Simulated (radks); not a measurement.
The numbers below are computed, except where a source is named.
Neutral erbium inside a hard spherical wall (all orbitals vanish at R), configuration held at [Xe] 4f12 6s2 and not refilled when levels cross. Code: a radial shooting solver on a logarithmic mesh with Libxc functionals. Model: scalar-relativistic Kohn-Sham, LDA (Slater exchange, VWN5 correlation), spin-polarised, spherical densities, point nucleus; open shells are filled with parallel spins first (spin-orbit coupling, left out, can overturn this in heavy ions). Eigenvalues in eV for spin up, with the zero of energy where the potential of the charges vanishes at infinity; a dash marks a level that is unbound or too diffuse for the functional's potential to be trusted. A positive occupied level is held by the wall or, in an anion where self-interaction has pushed it up, behind a barrier. The pressure on the wall is -dE/dV.

R (bohr),E (hartree),kinetic (hartree),e(5s),e(5p),e(4f),e(6s),"e(6p, empty)","e(5d, empty)",pressure (GPa)
free,-13078.1651,14177.300,-52.422,-26.819,-4.047,-4.011,-1.190,-1.137,0
20,-13078.1651,14177.300,-52.422,-26.819,-4.047,-4.011,-1.190,-1.136,< 0.0001
15,-13078.1651,14177.300,-52.420,-26.818,-4.046,-4.010,-1.177,-1.133,0.000118
12,-13078.1648,14177.303,-52.397,-26.794,-4.023,-3.992,-1.100,-1.105,0.00424
7,-13078.1288,14177.518,-51.293,-25.712,-2.936,-2.895,1.041,0.033,1.66
5,-13077.9065,14178.434,-48.602,-23.141,-0.192,1.386,7.855,3.171,25.1
4,-13077.3819,14180.423,-45.132,-19.867,3.601,9.474,19.471,7.810,138
3.5,-13076.6827,14183.081,-41.770,-16.594,7.491,18.876,32.032,12.615,384
3,-13075.0967,14189.043,-35.819,-10.443,14.638,37.582,55.507,21.555,1250
2,-13058.8154,14244.057,4.345,36.004,58.872,177.12,213.78,84.561,24600
1.5,-13013.2027,14383.068,97.303,144.66,132.68,462.66,518.51,217.82,184000
